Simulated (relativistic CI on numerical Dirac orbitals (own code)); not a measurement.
**O IV: what numerical and physical settings do to a radial Dirac CI calculation**

Reference input:

```
atom O  Z=8  charge=3  electrons=5
nucleus A=16  rms_radius_fm=2.6991
hamiltonian dirac-coulomb  breit=on  qed=on  c_scale=1
orbitals kli  potential=per-configuration
slater_scale 1
correlation none
mixing on
grid step=0.0125 r_max=19.8
scf mixing=0.4 start=green max_iterations=150 tolerance=2e-08 node_fill=0.05
configurations
  [He] 2s2 2p
end
```

Computed lowest total energy -71.13869 Ha, first excitation 393.2 cm⁻¹, 9 SCF steps. Runs with settings changed; * marks those that are bad on purpose (the QED terms keep the true α when c is scaled):

```tsv
Changed	Outcome	Lowest level	ΔE (Ha)	First excitation (cm⁻¹)	SCF steps	Message
SCF mixing 0.9, start potential previous, grid step 0.006	converged	2p ²P°1/2	-1.36e-06	393.2	7	
iteration limit 20, Breit term off	converged	2p ²P°1/2	-0.00728	451.9	9	
SCF tolerance 1e-05, speed of light × 0.8	converged	2p ²P°1/2	-0.0285	614.1	7	
SCF mixing 0.05, grid step 0.02	converged	2p ²P°1/2	1.56e-06	393.2	12	
node fill of the KLI weights 50 *	converged	2p ²P°1/2	0.0632	433.4	11	
iteration limit 1 *	not converged				1	SCF of 1s2 2s2 2p did not converge
```

With so few configurations and no correlation, terms lie too far apart (by 10 to 50 % near neutrality), their order can be wrong, and levels of other configurations are missing.
